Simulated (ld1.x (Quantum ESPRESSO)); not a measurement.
## chromium (Cr): excitation energies, all-electron against TM

ld1.x (Quantum ESPRESSO) 7.5 input, shortened:

```
&input
   title='Cr', zed=24., rel=1, dft='PBESOL', iswitch=3,
   config='[Ar] 3d5 4s1 4p0'
 /
 &inputp
   pseudotype=2, tm=.true., lloc=-1, rcloc=2.65,
   nlcc=.false.
 /
3
4S  1  0   1.00   0.00  2.45  2.45  0.0
4P  2  1   0.00   0.00  3.00  3.00  0.0
3D  3  2   5.00   0.00  2.15  2.15  0.0
 &test
   configts(1)='3d5 4s1 4p0'
 /
```

Energies are relative to the spin-unpolarised reference configuration 3d5 4s1 4p0; without spin polarisation the order of configurations can differ from experiment.

```
valence configuration  charge  ΔE all-electron (eV)  error AE − PS (meV)
          3d5 4s0 4p0      +1                 6.873                 +6.9
          3d4 4s0 4p0      +2                22.887                  -18
          3d3 4s0 4p0      +3                53.592                 -164
          3d6 4s0 4p0       0                 1.727                  -40
      3d5.5 4s0.5 4p0       0                 0.723                  -12
          3d4 4s1 4p1       0                 3.536                  -72
```

Q: What are ΔE and the potential's error for 3d2 4s0 4p0?

A: ΔE = 101.910 eV all-electron; the error (AE − PS) is +84 meV.

Levels in the configuration 3d6 4s0 4p0:

```
level  all-electron (eV)  pseudo (eV)
   3d             -1.311       -1.298
```

ld1.x printed “convergence not achieved” for 2 of the counted tests; their residual had stalled under 1e-8, short of the target of 1e-14.
